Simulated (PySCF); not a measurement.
## Correlation energy of Ga (gallium, neutral)

[Ar] 3d10 4s2 4p1, 2P determinant. Calculation: PySCF 2.14, in 6-31G*; the non-relativistic Hamiltonian (point nucleus). Frozen: [Ar] 3d10; 3 electrons correlated.

MP2 pair energies summed by pair of shells (mhartree):

| pair | energy | share (%) |
| --- | --- | --- |
| 4s-4s | -17.34 | 61.9 |
| 4s-4p | -10.67 | 38.1 |

Total MP2 correlation energy: -28.01 mhartree.

Same-spin part -1.87 and opposite-spin part -26.14 mhartree; SCS-MP2 scales them by 1/3 and 6/5 to -32.00 mhartree.

```
  level  correlation energy (mhartree)
   CCSD                         -41.89
    (T)                          -0.47
CCSD(T)                         -42.36
```

Diagnostics: T1 = 0.0100, D1 = 0.0231, largest double amplitude 0.087.

Cost of the coupled-cluster step: 0.09 s of wall time on 1 thread of Neoverse-V2 (shared host), for 3 correlated electrons.

Iterations:

```
CC2 = 0
CCSD nocc = (np.int64(2), np.int64(1)), nmo = (18, 18)
frozen orbitals [[0, 1, 2, 3, 4, 5, 6, 7, 8, 9, 10, 11, 12, 13], [0, 1, 2, 3, 4, 5, 6, 7, 8, 9, 10, 11, 12, 13]]
max_cycle = 100
direct = 0
conv_tol = 1e-08
conv_tol_normt = 1e-06
diis_space = 8
diis_start_cycle = 0
Init t2, MP2 energy = -0.028010564881084
Init E_corr(UCCSD) = -0.028010564882613
cycle = 1  E_corr(UCCSD) = -0.0368340923545569  dE = -0.00882352747  norm(t1,t2) = 0.0538413
cycle = 2  E_corr(UCCSD) = -0.0398538638010152  dE = -0.00301977145  norm(t1,t2) = 0.0222192
cycle = 3  E_corr(UCCSD) = -0.0418900789327581  dE = -0.00203621513  norm(t1,t2) = 0.0100905
cycle = 4  E_corr(UCCSD) = -0.0418767636677466  dE = 1.3315265e-05  norm(t1,t2) = 0.00123863
cycle = 5  E_corr(UCCSD) = -0.0418899826525494  dE = -1.32189848e-05  norm(t1,t2) = 0.000148078
cycle = 6  E_corr(UCCSD) = -0.0418850377363981  dE = 4.94491615e-06  norm(t1,t2) = 2.45843e-05
cycle = 7  E_corr(UCCSD) = -0.0418870456219897  dE = -2.00788559e-06  norm(t1,t2) = 7.27266e-06
cycle = 8  E_corr(UCCSD) = -0.0418864042462638  dE = 6.41375726e-07  norm(t1,t2) = 2.68377e-06
cycle = 9  E_corr(UCCSD) = -0.0418864607091223  dE = -5.64628585e-08  norm(t1,t2) = 3.22966e-07
cycle = 10  E_corr(UCCSD) = -0.0418864626273799  dE = -1.91825758e-09  norm(t1,t2) = 2.96441e-08
UCCSD converged
E(UCCSD) = -1922.985366875495  E_corr = -0.04188646262737993
UCCSD(T) correction = -0.000474885469180507
```
